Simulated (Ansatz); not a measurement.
The same hydrolysis along the group B, Al, In.

Program: Ansatz. Geometries: PBE0-D4/def2-TZVP. ΔE: electronic, gas phase. CCSD(T)/CBS adds triple-zeta CCSD(T) − MP2 to the extrapolated MP2 energy (def2 sets, frozen cores). Small cases extrapolate CCSD(T) itself. Functionals use def2-TZVPP. def2 core potentials past Kr. For In outer-core shells are correlated without core-valence functions, which leaves a few kJ/mol of doubt a bond. Each species was taken in one conformer, which may not be the lowest.

```
                                      reaction  CCSD(T)/CBS(def2) (kJ/mol)
                     `NBO` + H₂O → `OBO` + NH₃                         -21
`[NH2][AlH][OH]` + H₂O → `[OH][AlH][OH]` + NH₃                           ?
`[NH2][InH][OH]` + H₂O → `[OH][InH][OH]` + NH₃                         -20
```

**Question.** Fill in the missing values. (Best estimate.)

**Answer.** The calculation gave: `[NH2][AlH][OH]` + H₂O → `[OH][AlH][OH]` + NH₃: -45.5 kJ/mol.

Largest T1 diagnostic: 0.017, for `[OH][InH][OH]`.

Extrapolated directly: `NBO` + H₂O → `OBO` + NH₃; `[NH2][AlH][OH]` + H₂O → `[OH][AlH][OH]` + NH₃.
